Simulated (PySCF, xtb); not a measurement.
disilinane (C4H12Si2), SMILES C1C[SiH2][SiH2]CC1.

xtb with GFN2-xTB at its own geometry gives an orbital gap of 4.33 eV and a dipole moment of 0.29 D.

The structure is a stationary point at TPSSh-D3(BJ)/def2-SVP. The values are those of a single conformer.

Q: What does PBE/def2-TZVP (PySCF) give? (An estimate is asked for; the answer gives what the named calculation found.)

A: gap 5.74 eV (levels -6.29 and -0.54 eV), dipole 1.37 D.
